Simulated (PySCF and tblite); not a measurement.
C₆H₆FNO, numbered as in [CH3:1][O:2][c:3]1[cH:4][cH:5][c:6]([F:7])[n:8][cH:9]1. Conformers came from 60 starts (ETKDG and KDG, MMFF94s, GFN2-xTB); geometries are GFN2-xTB. Weights use PBE0-D3(BJ)/pcSseg-1 energies plus GFN2-xTB zero-point and thermal terms (modes under about 100 cm⁻¹ blended into free rotors). Symmetry numbers and mirror images are counted. Conformers within 2.5 kcal/mol (GFN2-xTB free energy) were kept, 3 at most. GIAO shieldings: PBE0/pcSseg-1. Shifts are against TMS (¹H), TMS (¹³C), CFCl3 (¹⁹F), NH3 (¹⁵N) at the same level. (PySCF 2.14, tblite 0.8.)

Torsions listed: C1–O2–C3–C4.

```
conformer  shape  point group  mirror pair  ΔE(DFT)  Δ(G−E) at 298.15 K  δ C4 (ppm)
        1   180°           Cs           no     0.00                0.00       135.7
        2     0°           Cs           no     0.29               -0.01       123.3
```

Energies in kcal/mol; the thermal term leaves out symmetry numbers and mirror images.

(1) Work out the weights at 298.15 K and the ¹³C shift of C4 under fast exchange.

Results:

(1) RT = 0.592 kcal/mol. Each conformer gets RT ln(σ/g), with σ the rotational symmetry number and g = 2 for a mirror pair: 1: σ = 1, g = 1, G = 0.00 + 0.00 + 0.00 = 0.00, 0.00 above the lowest, exp(−ΔG/RT) = 1.000; 2: σ = 1, g = 1, G = 0.29 − 0.01 + 0.00 = 0.28, 0.28 above the lowest, exp(−ΔG/RT) = 0.618. The sum is 1.618, so the weights are 61.8, 38.2 %. The averaged shift is 131.0 ppm. At 298.15 K the leading conformer alone gives 135.7 ppm and bare DFT energies give 131.0 ppm.


¹⁵N shifts are against a computed isolated NH3 molecule, about 20 ppm from the liquid.

Conformer gaps in pcSseg-1 on xTB geometries can be 2 kcal/mol off for S=O, P=O and other polar bonds.